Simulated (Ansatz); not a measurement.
`CC1O[SiH2]1`, relaxed with RKS PBE0-D4/def2-TZVP in the Gaussian-basis code of Ansatz from a PBE-D4/def2-SVP geometry. The force threshold is 0.005 eV/Å; the program also tests the step.

The species carries charge 0 and has multiplicity 1.

Start:

```xyz
10

C    -1.152    0.418   -0.678
C    -0.187   -0.552   -0.037
O     1.128   -0.641   -0.699
Si    1.323   -0.063    0.905
H    -0.714    1.431   -0.784
H    -2.079    0.501   -0.074
H    -1.434    0.066   -1.693
H    -0.621   -1.556    0.157
H     2.024   -0.978    1.860
H     1.713    1.376    1.043
```

Q: How much energy does the relaxation release, and in how many steps? (Best estimate.)

A: Ansatz gave: 6.98 kJ/mol, in 5 steps, 1 of them rejected.

Q: Which bonds change most? (Estimate.)

A: Ansatz gave: O3–Si4 from 1.716 to 1.663 Å; C2–Si4 from 1.845 to 1.811 Å; C2–H8 from 1.111 to 1.091 Å; Si4–H9 from 1.497 to 1.480 Å.

Q: Give the relaxed structure. (Estimate.)

A: Computed: 
```xyz
10

C    -1.144    0.414   -0.672
C    -0.193   -0.540   -0.018
O     1.127   -0.623   -0.678
Si    1.308   -0.069    0.879
H    -0.707    1.409   -0.783
H    -2.056    0.505   -0.076
H    -1.423    0.056   -1.669
H    -0.605   -1.537    0.146
H     1.998   -0.966    1.833
H     1.695    1.351    1.038
```
